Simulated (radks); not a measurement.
Results of a calculation; reference values are marked as such.
Q: The mean radii <r> (bohr) of the occupied orbitals of an atom or ion are listed with their occupations. Level of theory: Dirac Kohn-Sham, relativistic LDA (MacDonald-Vosko exchange, VWN5 correlation), spin-unpolarised, spherical densities, finite nucleus; Fermi nuclear charge, rms radius of each element as measured or else 0.836 A^(1/3) + 0.57 fm (a radial shooting solver on a logarithmic mesh with Libxc functionals).

orbital  occ.     <r>
1s1/2       2  0.1040
2s1/2       2  0.5221
2p1/2       2  0.4845
2p3/2       4  0.4868
3s1/2       2   1.819
3p1/2       2   2.130

Name the element and its charge. Open shells, if any, fill j = l - 1/2 first.

A: Z = 15, phosphorus, charge +1: P+ in [Ne] 3s2 3p2. The 1s radius gives Z: for a bare nucleus <r> = (2 gamma + 1)/(2Z) with gamma = sqrt(1 - (Z/c)^2), 0.0996 bohr for Z = 15, and screening makes it slightly larger (0.1040 here). The occupations add up to 14, and the charge is Z minus that.
